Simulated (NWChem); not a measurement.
System: Si2H5O2F; SMILES [Si@H]([SiH2]O)(O)F

The following NWChem deck was run.

```
start job
memory heap 200 mb stack 900 mb global 1100 mb
geometry units angstroms noautoz
  O      0.895321    -2.154254     0.317596
  Si    -0.623486    -1.425198     0.198716
  Si    -0.081002     0.765676    -0.466716
  O     -0.735427     1.873506     0.598483
  F      1.573087     0.710616    -0.292398
  H      1.604641    -1.483343     0.280136
  H     -1.367398    -1.418446     1.508662
  H     -1.462897    -2.156732    -0.812332
  H     -0.306067     1.198950    -1.891949
  H     -0.635088     2.812197     0.359172
end
basis spherical
  O library def2-svp
  Si library def2-svp
  F library def2-svp
  H library def2-svp
end
dft
  xc slater vwn_5
  iterations 150
  vectors input atomic output neutral.movecs
end
task dft energy
charge 1
dft
  odft
  mult 2
  vectors input atomic output cation.movecs
end
task dft energy
```

The geometry was optimised at PBE-D3(BJ)/def2-SVP.

Ions are spin-unrestricted doublets at the neutral geometry; other ion states weren't tried.

Question: Give the results of this calculation. (LDA (Slater exchange, VWN5)/def2-SVP, vertical spin-unrestricted ions.) Quantities: vertical ionisation energy, ΔSCF (eV); −ε(HOMO) (eV).

Answer: 
```
Property                               Value
-------------------------------------  -----
vertical ionisation energy, ΔSCF (eV)   9.83
−ε(HOMO) (eV)                           6.77
```
